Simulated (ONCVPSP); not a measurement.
## What one change does to a pseudopotential (Tl (Z = 81), ONCV)

```
Element                 : thallium (Tl)
Generator               : ONCVPSP 4.0.1
Type                    : optimised norm-conserving Vanderbilt (ONCV)
Functional              : PBEsol
Relativity              : scalar-relativistic
Frozen core             : [Kr] 4d10 4f14
Valence charge          : 21
Reference configuration : 5s2 5p6 5d10 6s2 6p1
Partial waves           : 5s+6s: rc 1.55 bohr, ncon 3, nbas 7, qcut 8 1/bohr, 2 projectors; 5p+6p: rc 1.50 bohr, ncon 4, nbas 7, qcut 7.1 1/bohr, 2 projectors; 5d: rc 1.45 bohr, ncon 5, nbas 10, qcut 5.8 1/bohr, 1 projector
Local potential         : polynomial inside 1.15 bohr (lpopt 5, dvloc0 0 Ha)
Core correction         : none
```

Change: all radii scaled by about 0.84 (s 1.30, p 1.26, d 1.22 bohr); local potential polynomial inside 0.98 bohr (lpopt 5, dvloc0 0 Ha).

Cutoffs: the cutoffs (Ha) at which the residual kinetic energy of the hardest occupied pseudo-wave falls to 1 and 0.1 mHa per electron; they do not see the model core or the augmentation charge, which bear on the density cutoff. Errors are all-electron minus pseudo energies relative to the spin-unpolarised reference configuration.

Problem. What does the change do?

Solution. The potential gets neither clearly harder nor softer (54 Ha and 159 Ha → 75 Ha and 95 Ha); of the 3 tests that both files solve, the error grows in 0 and shrinks in 2 by more than 15 % and 0.3 meV (median size 7.4 → 4.5 meV); neither file shows a bound ghost.

```csv
quantity,base,changed
"cutoff, loose",54 Ha,75 Ha
"cutoff, tight",159 Ha,95 Ha
loose cutoff by channel,"s 22 Ha, p 16 Ha, d 54 Ha","s 27 Ha, p 75 Ha, d 33 Ha"
bound ghosts,none,none
GHOST(+) flags under 300 eV,s at 163.9 eV,s at 87.0 eV
tests with a reliable result,3 of 4,3 of 4
"error for 5s2 5p6 5d10 6s2 6p0, meV [ΔE 5.15 eV]",-2.3,-2.3
"error for 5s2 5p6 5d10 6s1 6p0, meV [ΔE 25.99 eV]",-12,-10
"error for 5s2 5p6 5d10 6s0 6p3, meV [ΔE 15.29 eV]",-7.4,-4.5
```
